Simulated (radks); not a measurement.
Results of a calculation; reference values are marked as such.
Q: The mean radii <r> (bohr) of the occupied orbitals of an atom or ion are listed with their occupations. Code: a radial shooting solver on a logarithmic mesh with Libxc functionals. Model: scalar-relativistic Kohn-Sham, r2SCAN, spin-polarised, spherical densities, finite nucleus; meta-GGA in the generalised Kohn-Sham scheme; Fermi nuclear charge, rms radius of each element as measured or else 0.836 A^(1/3) + 0.57 fm.

| orbital | occ. | <r> |
|---|---|---|
| 1s up | 1 | 0.02410 |
| 1s down | 1 | 0.02410 |
| 2s up | 1 | 0.1026 |
| 2s down | 1 | 0.1024 |
| 2p up | 3 | 0.09011 |
| 2p down | 3 | 0.08988 |
| 3s up | 1 | 0.2591 |
| 3s down | 1 | 0.2602 |
| 3p up | 3 | 0.2544 |
| 3p down | 3 | 0.2558 |
| 3d up | 5 | 0.2278 |
| 4s up | 1 | 0.5132 |
| 4s down | 1 | 0.5159 |

Name the element and its charge. Open shells, if any, are filled with parallel spins first.

A: Z = 59, praseodymium, charge +34: Pr34+ in [Ar] 3d5 4s2. The 1s radius gives Z: for a bare nucleus <r> = (2 gamma + 1)/(2Z) with gamma = sqrt(1 - (Z/c)^2), 0.02377 bohr for Z = 59, and screening makes it slightly larger (0.02410 here). The occupations add up to 25, and the charge is Z minus that.
